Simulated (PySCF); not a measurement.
Two species compared at the same levels of theory.

First species: C5H12OP2S.
SMILES: `S=[P@H](CO)/C=C/P(C)C`

Second species: C7H14ClF.
SMILES: `CC(C)[C@@H](F)[C@H](C)CCl`

Levels: PBE0/pcSseg-1 for dipole moment, HOMO energy, LUMO energy and HOMO–LUMO gap; GFN2-xTB for rotational constant A and rotational constant C. Geometries: GFN2-xTB. Each species is one conformer at its optimised geometry, gas phase, non-relativistic unless stated; the electronic structure was computed with PySCF and density fitting.

Dipoles, sizes and rotational constants follow the conformer. The torsions of the flexible species, by atom-mapped SMILES:
- `[CH3:1][P:2]([CH3:3])/[CH:4]=[CH:5]/[P@H:6](=[S:7])[CH2:8][OH:9]`: C1–P2–C4–C5 -134°, C4–C5–P6–S7 -117°, C5–P6–C8–O9 73°, H–O9–C8–P6 52°
- `[CH3:1][CH:2]([CH3:3])[C@@H:4]([F:5])[C@H:6]([CH3:7])[CH2:8][Cl:9]`: C1–C2–C4–F5 61°, C2–C4–C6–C7 -62°, C4–C6–C8–Cl9 -69°

Values for the first species:

```
Dipole moment         : 3.48 D
HOMO energy           : -6.65 eV
LUMO energy           : -1.17 eV
HOMO–LUMO gap         : 5.48 eV
Rotational constant A : 1.734 GHz
Rotational constant C : 0.392 GHz
```

**Question.** Estimate the same properties for the second species, and the change in each.

**Answer.** 
```json
{"property": "dipole moment", "first": "3.48 D", "second": "2.31 D", "second less first": "-1.17 D"}
{"property": "HOMO energy", "first": "-6.65 eV", "second": "-8.34 eV", "second less first": "-1.69 eV"}
{"property": "LUMO energy", "first": "-1.17 eV", "second": "0.89 eV", "second less first": "+2.06 eV"}
{"property": "HOMO–LUMO gap", "first": "5.48 eV", "second": "9.23 eV", "second less first": "+3.75 eV"}
{"property": "rotational constant A", "first": "1.734 GHz", "second": "1.795 GHz", "second less first": "+0.061 GHz"}
{"property": "rotational constant C", "first": "0.392 GHz", "second": "0.736 GHz", "second less first": "+0.344 GHz"}
```

On the first: A dipole of 3.48 D is allowed in C1, and pure rotational transitions are dipole-allowed. The dipole equals about 11.6 × 10⁻³⁰ C·m (1 D = 3.33564 × 10⁻³⁰ C·m).

On the second: In atomic units the dipole is 0.91 e·bohr (1 au = 2.5417 D).
